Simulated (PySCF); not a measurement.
C₂H₆Mg. Atoms are numbered in the order given.

```xyz
9

Mg     0.0000     0.0000     0.0000
C      0.0000     0.0000    -2.0932
H      0.8599     0.5413    -2.4993
H     -0.8987     0.4740    -2.4993
H      0.0389    -1.0153    -2.4993
C      0.0000     0.0000     2.0932
H      0.8599    -0.5413     2.4993
H     -0.8987    -0.4740     2.4993
H      0.0389     1.0153     2.4993
```
Charge 0, spin multiplicity 1.

The structure is a stationary point at B3LYP-D3(BJ)/def2-TZVP. The isomer is the one that the SMILES or the coordinates give; other isomers of the formula were not compared.

Computed with PBE/def2-TZVPD (PySCF).

Symmetry labels are those of the subgroup C2 that the program uses (full group D3).

Q: List the valence orbital energies around the gap with their symmetry. (The exact figures need the calculation; the answer reports its results.)

A: 
| orbital | symmetry | energy (eV) |
|---|---|---|
| HOMO−7 | A | -15.85 |
| HOMO−6 | B | -15.80 |
| HOMO−5 | A | -8.84 |
| HOMO−4 | B | -8.84 |
| HOMO−3 | B | -8.81 |
| HOMO−2 | A | -8.81 |
| HOMO−1 | A | -6.48 |
| HOMO | B | -5.30 |
| LUMO | A | -1.17 |
| LUMO+1 | B | -0.58 |
| LUMO+2 | A | -0.58 |
| LUMO+3 | B | 0.11 |
